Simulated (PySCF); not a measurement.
C2HBrClF, SMILES F/C=C(\Cl)Br.

Geometry optimised at TPSSh-D3(BJ)/def2-SVP.

Computed with TPSSh-D3(BJ)/def2-SVP (PySCF 2.14.0).

Frequencies are harmonic and unscaled.

Computed harmonic wavenumbers and intensities:
```tsv
mode	ν (cm⁻¹)	IR (km/mol)	Raman (Å⁴/amu)	depolarisation	moving atoms (share of kinetic energy)
1	183	2.1	1.2	0.74	F 46 %, Cl 37 %, Br 10 %
2	228	0.1	4.3	0.73	Cl 53 %, Br 21 %, C 18 %
3	245	1.0	0.9	0.75	C 60 %, F 28 %, H 8 %
4	367	0.6	6.0	0.20	F 43 %, Br 33 %, C 18 %
5	446	10.0	3.4	0.75	C 77 %, H 16 %
6	660	29.8	6.0	0.19	C 60 %, Cl 29 %
7	828	12.6	4.2	0.75	H 71 %, C 28 %
8	902	135.8	1.1	0.73	C 86 %
9	1182	139.4	6.8	0.12	C 58 %, F 36 %
10	1306	11.6	9.3	0.50	H 83 %, C 15 %
11	1705	42.6	24.4	0.21	C 94 %
12	3229	3.3	76.9	0.28	H 91 %, C 9 %
```
